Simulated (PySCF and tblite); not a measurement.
## Conformers and averaged properties: C₄H₆F₄, numbered as in [F:1][CH2:2][CH2:3][CH2:4][C:5]([F:6])([F:7])[F:8]

Search: ETKDG and KDG, MMFF94s, GFN2-xTB, 90 starts; geometries at GFN2-xTB. Free energies are PBE0-D3(BJ)/pcSseg-1 single points with GFN2-xTB rigid-rotor and vibrational terms (plain harmonic). Symmetry numbers and mirror images are counted. Conformers within 1.5 kcal/mol (GFN2-xTB free energy) were kept, 5 at most. GIAO shieldings: PBE0/pcSseg-1. Couplings: B3LYP/6-31G* with pcJ-1 on H, F (gas phase; spin-dipole term only for pairs with B, N, F, Si or P). Couplings are for ¹⁹F, ¹H; a prime marks the second kind of pair between the same two sets of atoms. H–H couplings come out 0.1 to 0.9 Hz lower than with pcJ-1 on all atoms. Shifts are against TMS (¹H), TMS (¹³C), CFCl3 (¹⁹F) at the same level. (PySCF 2.14, tblite 0.8.)

Torsions listed: F1–C2–C3–C4, C2–C3–C4–C5. Of a mirror pair one member is shown.

```csv
conformer,shape,symmetry,E(GFN2) kcal/mol,E(DFT) kcal/mol,G(298.15 K) kcal/mol,weight %,dipole D
1,"-62°, 180°",C1 (pair),0.00,0.00,0.00,65.9,2.35
2,"64°, 82°",C1 (pair),0.47,0.40,0.58,24.7,1.97
3,"-168°, -65°",C1 (pair),1.05,1.55,1.55,4.8,1.90
4,"180°, 180°",Cs,1.01,1.33,1.59,4.5,2.12
```

Weights (%) against temperature:

| T (K) | 1 | 2 | 3 | 4 | S(mix) cal/mol/K |
| --- | --- | --- | --- | --- | --- |
| 220 | 74.5 | 21.2 | 2.1 | 2.3 | 2.77 |
| 298.15 | 65.9 | 24.7 | 4.8 | 4.5 | 3.12 |
| 320 | 64.0 | 25.3 | 5.7 | 5.1 | 3.19 |
| 350 | 61.5 | 25.8 | 6.8 | 5.9 | 3.28 |
| 400 | 58.0 | 26.4 | 8.5 | 7.1 | 3.40 |

Averaged shifts at 298.15 K. ¹H: 4.84 (H2, 2H), 2.27 (H4, 2H), 1.93 (H3, 2H) ppm. ¹³C: 136.2 (C5), 85.1 (C2), 34.8 (C4), 28.6 (C3) ppm. ¹⁹F: -85.6 (F6/F7/F8), -252.8 (F1) ppm.

Averaged couplings (Hz): ²J(F1,H2) 53.2, ³J(F1,H3) 24.3, ³J(H4,F6) 8.7, ²J(H2,H2) -9.7, ³J(H2,H3) 3.5, ³J(H2,H3′) 7.2, ²J(H3,H3) -14.8, ³J(H3,H4) 10.0, ³J(H3,H4′) 5.7, ²J(H4,H4) -14.9. Computed couplings to fluorine can be off by tens of per cent at such levels.

Coordinates of conformer 1 (Å):

```xyz
14

F    -2.220   -1.129   -0.562
C    -1.953    0.062    0.066
C    -0.534    0.515   -0.249
C     0.492   -0.491    0.275
C     1.903   -0.034   -0.033
F     2.191    1.147    0.541
F     2.121    0.122   -1.346
F     2.823   -0.904    0.408
H    -2.095   -0.110    1.137
H    -2.688    0.784   -0.301
H    -0.372    1.492    0.209
H    -0.423    0.614   -1.330
H     0.343   -1.464   -0.196
H     0.412   -0.605    1.358
```

Coordinates of conformer 2 (Å):

```xyz
14

F     1.693   -0.766    1.592
C     1.615    0.114    0.538
C     0.705   -0.460   -0.541
C    -0.743   -0.619   -0.067
C    -1.531    0.674   -0.147
F    -1.064    1.641    0.658
F    -2.816    0.491    0.190
F    -1.532    1.191   -1.387
H     2.634    0.245    0.162
H     1.243    1.058    0.945
H     1.086   -1.444   -0.818
H     0.748    0.184   -1.420
H    -0.768   -0.970    0.967
H    -1.272   -1.339   -0.694
```

Unscaled ¹⁹F shifts at such levels can be off by tens of ppm; differences between conformers or isomers are more reliable. Shifts are unscaled: against experiment ¹³C can be off by 15 ppm or more and ¹H by 0.8 ppm.

Search and properties took 7.4 min on 1 thread of Arm Neoverse N1, on a host shared with other jobs (rough), launched as `OMP_NUM_THREADS=1 python ens_run.py task.json out`.


Conformer gaps in pcSseg-1 on xTB geometries can be 2 kcal/mol off for S=O, P=O and other polar bonds.